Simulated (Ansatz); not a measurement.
Sn(OH)4 (SnO₄H₄). Total charge 0; singlet. Geometry r2SCAN-D4/def2-SVP, basis def2-TZVP, Ansatz.

```xyz
9

Sn    0.000    0.000    0.000
O     1.814   -0.740    0.240
H     1.781   -1.708    0.243
O     0.033    1.783    0.846
H     0.685    1.799    1.563
O    -1.230   -1.341    0.766
H    -2.099   -1.277    0.340
O    -0.617    0.299   -1.851
H    -0.366    1.187   -2.147
```

```csv
run,HOMO (eV),LUMO (eV)
A,-7.38,-2.89
B,-11.66,0.22
C,-10.79,-1.02
D,-9.44,-1.76
E,-8.75,-2.30
F,-11.59,0.04
```

In the def2 sets Sn takes a core potential; there is no spin–orbit coupling. HSE06 is defined as in plane-wave codes, on full-range PBE exchange.

The runs used BHLYP, HSE06, PBE, r2SCAN0, ωB97M-V, ωB97X-V. Estimate which is which.

A PBE (0 % exact exchange); B ωB97X-V (range-separated); C BHLYP (50 % exact exchange); D r2SCAN0 (25 % exact exchange); E HSE06 (range-separated); F ωB97M-V (range-separated). Exact exchange lowers occupied and raises empty levels; among semilocal functionals meta-GGAs tend to open the gap a little, and such runs are hard to tell apart. The gap grows from 4.49 eV (PBE) to 11.87 eV (ωB97X-V).
